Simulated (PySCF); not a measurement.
All of these have the formula C6H9OP. Theory: TDDFT B3LYP/def2-SVPD, vertical, gas phase, core orbitals frozen in the response (PySCF). Geometries: GFN2-xTB; one conformer of each isolated species. Triplets are in the Tamm–Dancoff approximation.

**Question.** Rank by computed lowest singlet excitation energy, lowest first.
A. `C=CC1=CC[P@H](=O)C1`
B. `COc1c[pH]c(C)c1`
C. `C=CP1C(C)=C1OC`
D. `CCc1oc(C)cp1`

**Answer.** C (4.28 eV), B (4.46 eV), D (4.98 eV), A (5.32 eV).

```
             SMILES  S1 (eV)  HOMO (eV)  T1 (eV)  α (au)  LUMO (eV)  first f ≥ 0.01 (nm)    S1 mainly
     C=CP1C(C)=C1OC     4.28      -5.93     3.81   104.9      -0.64                  220    H→L (97%)
    COc1c[pH]c(C)c1     4.46      -5.98     3.12   100.4      -0.94                  278    H→L (96%)
       CCc1oc(C)cp1     4.98      -6.06     3.13    99.3      -0.81                  249    H→L (93%)
C=CC1=CC[P@H](=O)C1     5.32      -6.84     3.21    98.2      -1.44                  233  H-1→L (89%)
```

H and L stand for HOMO and LUMO.

Mean S1 by what the SMILES shows (count): a double or triple bond but no aromatic ring 4.80 eV (2); an aromatic ring 4.72 eV (2).

- `C=CP1C(C)=C1OC`: Löwdin shares by element: HOMO carbon 37% or more, phosphorus 29%, oxygen 11% (atoms not listed hold the other 23%); LUMO carbon 63% or more, phosphorus 11% (atoms not listed hold the other 26%).
- `COc1c[pH]c(C)c1`: Löwdin shares by element: HOMO carbon 62% or more, oxygen 11% (atoms not listed hold the other 27%); LUMO carbon 50% or more, phosphorus 13% (atoms not listed hold the other 36%).
- `CCc1oc(C)cp1`: Löwdin shares by element: HOMO carbon 54% or more, phosphorus 24% (atoms not listed hold the other 22%); LUMO carbon 35% or more, phosphorus 33%, oxygen 14% (atoms not listed hold the other 17%).
- `C=CC1=CC[P@H](=O)C1`: Löwdin shares by element: HOMO carbon 78% or more (atoms not listed hold the other 22%); LUMO carbon 77% or more (atoms not listed hold the other 23%).
